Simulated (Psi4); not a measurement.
Torsional profile of SMILES Cl[SiH2]CC=C. Scanned: dihedral C1–C2–C3–Si4; all other coordinates were relaxed at GFN2-xTB. Points at φ and −φ are mirror images.

Geometry of the scan point at 165° (Å):
```
12

C      1.8622    -0.4627     0.8632
C      0.8124    -0.8677     0.1731
C      0.0525     0.0062    -0.7796
Si    -1.1058    -0.9475    -1.9478
Cl    -2.0434     0.3879    -3.1397
H      2.2667     0.5302     0.7478
H      2.3732    -1.1066     1.5583
H      0.4269    -1.8677     0.3198
H     -0.5513     0.7046    -0.1887
H      0.7558     0.6301    -1.3369
H     -0.3548    -1.8698    -2.7976
H     -2.1258    -1.6650    -1.1841
```

Computed with DF-MP2 (frozen core)/cc-pVTZ // GFN2-xTB run with Psi4 1.11.

Scanned values (°): -165, -150, -135, -120, -105, -90, -75, -60, -45, -30, -15, 0, 15, 30, 45, 60, 75, 90, 105, 120, 135, 150, 165, 180.

Q: Locate the minima and the barriers on this grid.

A: Lower than their neighbours: -105° (0.0 kJ/mol), 0° (8.3 kJ/mol), 105° (0.0 kJ/mol). Higher than their neighbours: -30° (9.4 kJ/mol), 30° (9.4 kJ/mol), 180° (16.3 kJ/mol). The whole profile spans 16.3 kJ/mol.
